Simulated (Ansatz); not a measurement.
Species: sum formula SiH₂SF₃, charge 1, multiplicity 1. It need not be the lowest isomer of its formula. 
Structure (B3LYP-D3(BJ)/def2-TZVP (Ansatz, a program for electronic structure) minimum search):
```
Si
F 1 1.5491
F 1 1.5491 2 115.21
F 1 1.5507 2 114.20 3 -135.10
S 1 2.2704 2 102.60 4 -114.28
H 5 1.3554 1 96.18 2 72.56
H 5 1.3554 6 94.34 1 -96.71
```
Charge +1, spin multiplicity 1.

Basis-set convergence of Hartree-Fock and CCSD(T) correlation energies (hartree) with Ansatz. Correlated levels leave the core frozen unless marked. No spin-orbit coupling. Non-relativistic.

| basis | functions | E(HF) | E(corr, CCSD(T)) |
|---|---|---|---|
| cc-pV(D+d)Z | 98 | -985.86710 | -0.83147 |
| cc-pV(T+d)Z | 196 | -986.03929 | -1.09140 |
| cc-pV(Q+d)Z | 353 | -986.07681 | -1.18400 |

Extrapolating the two largest sets (X = 3 and 4) as X^-3: E(corr) = (64·(-1.18400) - 27·(-1.09140))/37 = -1.2516 Eh, an estimate of the basis-set limit. The largest set recovers 94.6 % of it, the smallest 66.4 %.
